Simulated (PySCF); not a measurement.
Si(H)2(Me)2 cation (C2H8Si), SMILES C[SiH2]C (connectivity only; charge and spin as stated), charge +1, multiplicity 2.

The structure is a stationary point at B3LYP-D3(BJ)/def2-SVP. A frequency run showed that this geometry is not a minimum. The spin state was assumed, not searched. The isomer is the one that the SMILES or the coordinates give; other isomers of the formula were not compared.

Method: B3LYP-D3(BJ)/def2-SVP (PySCF).

Frequencies are harmonic and unscaled.

| mode | ν (cm⁻¹) | IR (km/mol) | moving atoms (share of kinetic energy) |
|---|---|---|---|
| 1 | 924i | 1939.5 | H 55 %, Si 23 %, C 22 % |
| 2 | 338i | 19.2 | H 60 %, Si 22 %, C 18 % |
| 3 | 97 | 0.0 | H 97 % |
| 4 | 118 | 0.4 | H 90 % |
| 5 | 165 | 0.1 | C 41 %, H 35 %, Si 25 % |
| 6 | 549 | 1.3 | C 68 %, Si 18 %, H 15 % |
| 7 | 562 | 48.9 | H 84 %, C 13 % |
| 8 | 600 | 0.0 | H 99 % |
| 9 | 628 | 3.9 | H 97 % |
| 10 | 691 | 2.0 | H 52 %, C 33 %, Si 15 % |
| 11 | 790 | 0.0 | H 87 %, C 13 % |
| 12 | 819 | 95.6 | H 82 %, Si 10 %, C 8 % |
| 13 | 838 | 0.3 | H 89 %, C 10 % |
| 14 | 1051 | 107.5 | H 88 % |
| 15 | 1181 | 0.0 | H 85 %, C 15 % |
| 16 | 1301 | 210.8 | H 91 %, C 9 % |
| 17 | 1340 | 0.3 | H 93 % |
| 18 | 1404 | 0.0 | H 95 % |
| 19 | 1412 | 46.2 | H 95 % |
| 20 | 2019 | 114.3 | H 97 % |
| 21 | 2055 | 25.1 | H 99 % |
| 22 | 2994 | 88.7 | H 98 % |
| 23 | 3002 | 25.9 | H 98 % |
| 24 | 3114 | 8.3 | H 90 %, C 10 % |
| 25 | 3116 | 0.0 | H 90 %, C 10 % |
| 26 | 3161 | 1.7 | H 91 %, C 9 % |
| 27 | 3165 | 27.8 | H 90 %, C 10 % |
